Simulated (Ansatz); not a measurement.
A nudged elastic band was laid between two geometries of GaH₅O (7 atoms, charge 0, multiplicity 1).

Method: RKS BLYP-D4/def2-SVP in Ansatz.

```json
{
  "movable images": "5",
  "climbing image": "yes",
  "spring": "5.0 eV/Å²",
  "optimiser": "quadratic models (default)",
  "start path": "through a guess of the saddle point",
  "force threshold": "0.03 eV/Å",
  "iteration limit": "60",
  "end points": "relaxed"
}
```

Image 0:

```xyz
7
Properties=species:S:1:pos:R:3
Ga 0.023 0.123 0.062
H -0.139 0.647 1.560
H 1.422 0.281 -0.662
H -1.299 -0.066 -0.805
O 0.139 -2.032 0.632
H -0.749 -2.416 0.480
H 0.274 -2.086 1.601
```

Image 6:

```xyz
7
Properties=species:S:1:pos:R:3
Ga -0.074 -0.220 -1.093
H 0.488 -1.368 3.532
H 1.206 0.684 -1.161
H -1.251 -0.406 -2.132
O -0.149 -1.187 0.446
H -0.940 -1.758 0.504
H 0.393 -1.292 2.772
```

**Question.** Which bonds break or form, and what moves?

**Answer.** Bonds broken: Ga1–H2, O5–H7. Bonds formed: H2–H7. GaH5O becomes GaH3O + H2.

**Question.** What energy profile does the band end with?

**Answer.** The run converged. The highest image is number 2 of 0 to 6, 84.4 kJ/mol above the ends, which have the same energy within 2 meV. A vibrational analysis at the climbing image gives one clearly imaginary mode, 1132i cm⁻¹: a first-order saddle point. The orbitals stay closed-shell, which can raise the energy where a bond breaks towards radicals; this wasn't checked here.

| image | path coordinate (Å) | energy (kJ/mol) | Ga1–H2 (Å) | O5–H7 (Å) | H2–H7 (Å) |
| --- | --- | --- | --- | --- | --- |
| 0 | 0.00 | 0.0 | 1.60 | 0.98 | 2.76 |
| 1 | 0.72 | 12.1 | 1.62 | 0.99 | 1.86 |
| 2 | 1.44 | 84.4 | 1.89 | 1.33 | 1.01 |
| 3 | 2.56 | 6.1 | 2.79 | 2.44 | 0.77 |
| 4 | 3.68 | 2.4 | 3.72 | 2.49 | 0.77 |
| 5 | 4.80 | 0.7 | 4.41 | 2.41 | 0.77 |
| 6 | 5.92 | 0.2 | 4.80 | 2.39 | 0.77 |

**Question.** What is the geometry of the highest image?

**Answer.** 
```xyz
7
Properties=species:S:1:pos:R:3
Ga 0.043 -0.193 -0.166
H -0.011 -0.097 1.724
H 1.455 0.305 -0.626
H -1.407 0.128 -0.688
O 0.191 -2.047 0.594
H -0.640 -2.561 0.532
H 0.042 -1.082 1.498
```

**Question.** What are the harmonic wavenumbers there?

**Answer.** 1132i, 419, 438, 489, 613, 686, 702, 745, 846, 1328, 1673, 1769, 1916, 1952, 3648 cm⁻¹.

The band took 17 iterations and about 120 core-seconds.

The run took 120 s on 1 thread of Arm Neoverse V2, with other jobs on the host, peak memory 0.12 GiB.
